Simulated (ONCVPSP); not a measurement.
What the settings do to the ONCV potential of beryllium (Be)

Base potential:

beryllium, optimised norm-conserving Vanderbilt (ONCV), made with ONCVPSP 4.0.1 (Wu-Cohen, non-relativistic). Core none, reference 1s2 2s2. Waves: 1s+2s: rc 0.65 bohr, ncon 5, nbas 8, qcut 21.5 1/bohr, 2 projectors; p scattering state at 0.22 Ha: rc 0.55 bohr, ncon 4, nbas 7, qcut 13.6 1/bohr, 1 projector; d scattering state at 0.09 Ha: rc 0.70 bohr, ncon 4, nbas 8, qcut 15.2 1/bohr, 2 projectors, debl 2.1 Ha. Local part: polynomial inside 0.40 bohr (lpopt 5, dvloc0 -1 Ha). Core correction: none.

All-electron outer shells of the reference configuration (Wu-Cohen, non-relativistic, ld1.x):

```json
{"shell": "1s", "level (eV)": "-105.88", "outermost node (bohr)": "–", "outermost maximum (bohr)": "0.27"}
{"shell": "2s", "level (eV)": "-5.55", "outermost node (bohr)": "0.60", "outermost maximum (bohr)": "2.07"}
```

Cutoffs, loose and tight: the cutoffs (Ha) at which the residual kinetic energy of the hardest occupied pseudo-wave falls to 1 and 0.1 mHa per electron. They do not see the model core or the augmentation charge, which bear on the density cutoff. Test errors are all-electron minus pseudo excitation energies from the reference, over the configurations 1s2 2s1; 1s2 2s0; 1s2 2s1.5; 1s2 2s1 2p1. A dash means not determined; rows that change the core or the reference have their own tests.

```json
{"change": "base", "outcome": "generated", "cutoff, loose": "155 Ha", "cutoff, tight": "184 Ha", "bound ghosts": "none", "GHOST(+) flags above zero": "none", "largest test error (meV)": "+1.3"}
{"change": "d: qcut 19.6", "outcome": "generated", "cutoff, loose": "155 Ha", "cutoff, tight": "184 Ha", "bound ghosts": "none", "GHOST(+) flags above zero": "none", "largest test error (meV)": "+1.3"}
{"change": "d: qcut 11.5", "outcome": "generated", "cutoff, loose": "155 Ha", "cutoff, tight": "184 Ha", "bound ghosts": "none", "GHOST(+) flags above zero": "d", "largest test error (meV)": "+1.3"}
{"change": "functional PBE", "outcome": "generated", "cutoff, loose": "155 Ha", "cutoff, tight": "184 Ha", "bound ghosts": "none", "GHOST(+) flags above zero": "none", "largest test error (meV)": "+1.3"}
```

**Question.** What comes out with this change to the base: fully relativistic?

**Answer.** outcome: generated; cutoff, loose: 154 Ha; cutoff, tight: 184 Ha; bound ghosts: none; GHOST(+) flags above zero: d3/2; largest test error (meV): +1.8.
